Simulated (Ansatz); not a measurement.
Reaction (formal exchange of groups at the Si–F bond): `O[Si](O)(F)Cl` + `C[SiH2]Cl` → `O[Si](O)(Cl)C[SiH2]Cl` + H–F

Isolated molecules relaxed with PBE0-D4/def2-TZVP in Ansatz; ΔE leaves out vibrations. CCSD(T)/CBS adds triple-zeta CCSD(T) − MP2 to the extrapolated MP2 energy (def2 sets, frozen cores). This one scheme is used for every species. DFT in def2-TZVPP. B3LYP here is the variant with VWN-RPA as its local correlation; programs differ in this. Each species was taken in one conformer, which may not be the lowest.

(1) Is it downhill or uphill in electronic energy at CCSD(T)/CBS, and by how much? (Estimate.)

(2) What do these levels give: PBE-D4, r2SCAN-D4, PBE0-D4, B3LYP-D4, ωB97X-V, PBE, PBE0, B3LYP, SCS-MP2/def2-TZVPP, CCSD(T)/def2-TZVPP, MP2/def2-QZVPP, CCSD/CBS(def2)? (An estimate is asked.)

Largest T1 diagnostic among the species: 0.011.

## Answers

(1) Computed: Uphill: ΔE = +124.7 kJ/mol.

(2) Ansatz gave: PBE-D4 115.1, r2SCAN-D4 132.7, PBE0-D4 118.4, B3LYP-D4 127.6, ωB97X-V 129.5, PBE 128.7, PBE0 130.8, B3LYP 149.2, SCS-MP2/def2-TZVPP 132.3, CCSD(T)/def2-TZVPP 127.2, MP2/def2-QZVPP 122.3, CCSD/CBS(def2) 130.9 kJ/mol.

In def2-TZVPP, CCSD(T) changes the Hartree–Fock value by −39.2 kJ/mol (the triples alone add −6.2 kJ/mol) and MP2 by −43.5 kJ/mol. The D4 term adds −21.6 kJ/mol with B3LYP and −12.4 kJ/mol with PBE0; it sums over pairs of atoms, weighted by their polarisabilities, and B3LYP, whose exchange is more repulsive, gets the larger term.
